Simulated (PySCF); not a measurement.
## Working with the constants of CdF

M06 constants of CdF, ²Σ⁺ (doublet), unpaired electrons σ ↑ (basis Cd def2-TZVPP with ECP28, F def2-TZVPP; scalar-relativistic core potentials; PySCF 2.14; masses 113.9034 and 18.9984 u):

* ωe: 486.5 cm⁻¹
* ωexe: 3.56 cm⁻¹
* Be: 0.25587 cm⁻¹
* αe: 0.00218 cm⁻¹
* D (centrifugal): 2.83e-07 cm⁻¹
* De to Cd + F: 2.08 eV

Problem. Give the vibrational terms G(v) and spacings up to v = 6.

Solution. G(v) = ωe(v+½) − ωexe(v+½)².

```csv
v,G(v) (cm⁻¹),G(v) − G(v−1),Bv (cm⁻¹)
0,242,,0.2548
1,722,479,0.2526
2,1194,472,0.2504
3,1659,465,0.2482
4,2117,458,0.2461
5,2568,451,0.2439
6,3012,444,0.2417
```

Problem. How well does the Morse estimate ωe²/(4ωexe) reproduce De, and what is D0?

Solution. It gives 2.06 eV, 99 % of the computed De. D0 = De − G(0) = 2.08 − 0.03 = 2.05 eV.

Spin–orbit coupling is left out. The state was picked by a PBE0 search and need not be the measured ground state.
